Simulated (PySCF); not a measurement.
A PySCF script (with the pyscf-properties extension) for the NMR shieldings of `P(CSC)(C)CC#N`, C5H10NPS, on a GFN2-xTB geometry:

```python
import basis_set_exchange as bse
import numpy as np
from pyscf import gto, dft
from pyscf.prop import nmr

atoms = """
C     3.364541   -0.646071   -0.510930
S     1.715587   -1.217196   -0.016877
C     0.804294    0.349069   -0.226478
P    -0.840607    0.247424    0.645145
C    -1.636596    1.693334   -0.186737
C    -1.569337   -1.107437   -0.433375
C    -2.985861   -1.166194   -0.235273
N    -4.119070   -1.181784   -0.079936
H     3.328499   -0.265282   -1.528171
H     4.021076   -1.508430   -0.460230
H     3.705526    0.122943    0.177482
H     1.389174    1.141356    0.245095
H     0.692942    0.559064   -1.294532
H    -1.198003    2.612434    0.197871
H    -1.516699    1.656218   -1.269367
H    -2.696954    1.687916    0.059650
H    -1.114533   -2.056381   -0.135244
H    -1.352739   -0.914666   -1.489269
"""
names = dict.fromkeys(["C", "S", "P", "N", "H"], "pcSseg-1")
basis = {el: gto.basis.parse(bse.get_basis(n, elements=[el], fmt="nwchem")) for el, n in names.items()}
mol = gto.M(atom=atoms, basis=basis, charge=0, verbose=0)
mf = dft.RKS(mol, xc="PBE0")
mf.grids.level = 2
mf.grids.alignment = dft.numint.BLKSIZE   # the property module wants whole blocks of grid points
mf.conv_tol = 1e-9
mf.kernel()

calc = nmr.RKS(mf)   # GIAO
C = mf.mo_coeff
Co = C[:, mf.mo_occ > 0]
resp = mf.gen_response(singlet=True, hermi=2)
def vind(x):   # induced exchange potential for any number of trial vectors
    d = np.einsum("pi,xij,qj->xpq", C, 2 * x.reshape(-1, C.shape[1], Co.shape[1]), Co, optimize=True)
    return np.einsum("xpq,pi,qj->xij", resp(d - d.transpose(0, 2, 1)), C, Co, optimize=True).ravel()
mo1, _ = nmr.rhf.solve_mo1(calc, with_cphf=vind)
sigma = calc.kernel(mo1)
for i, s in enumerate(sigma):   # ppm
    w = np.linalg.eigvalsh((s + s.T) / 2)
    print("%2d %-2s iso %8.1f  s11 %8.1f  s22 %8.1f  s33 %8.1f" % (i, mol.atom_pure_symbol(i), w.mean(), *w))
```

Question: Give the expected output.

Answer: 
```
 0 C  iso    162.4  s11    143.8  s22    157.3  s33    186.1
 1 S  iso    568.7  s11    436.4  s22    478.0  s33    791.7
 2 C  iso    141.8  s11    115.9  s22    143.4  s33    165.9
 3 P  iso    371.2  s11    332.2  s22    372.5  s33    408.8
 4 C  iso    169.8  s11    157.4  s22    163.6  s33    188.3
 5 C  iso    168.0  s11    156.0  s22    169.6  s33    178.4
 6 C  iso     65.4  s11    -51.3  s22    -46.0  s33    293.5
 7 N  iso    -34.7  s11   -203.7  s22   -198.9  s33    298.6
 8 H  iso     29.5  s11     24.1  s22     27.6  s33     36.8
 9 H  iso     29.6  s11     24.4  s22     26.2  s33     38.4
10 H  iso     29.5  s11     24.2  s22     27.6  s33     36.7
11 H  iso     29.4  s11     23.9  s22     30.1  s33     34.1
12 H  iso     29.3  s11     24.6  s22     29.8  s33     33.6
13 H  iso     30.4  s11     26.0  s22     27.5  s33     37.8
14 H  iso     30.8  s11     27.1  s22     28.9  s33     36.5
15 H  iso     29.9  s11     24.9  s22     27.8  s33     36.9
16 H  iso     29.0  s11     22.3  s22     30.4  s33     34.3
17 H  iso     29.9  s11     25.0  s22     30.6  s33     34.2
```

These numbers come from an equivalent density-fitted implementation of the same equations, which agrees with the script to about 0.01 ppm for H and up to a few tenths of a ppm for heavy atoms, so last digits may differ.

Size and cost of the density-fitted run: 200 basis functions, 74 s wall time on 1 thread of an Arm Neoverse N1, shared host; peak memory 0.89 GiB.
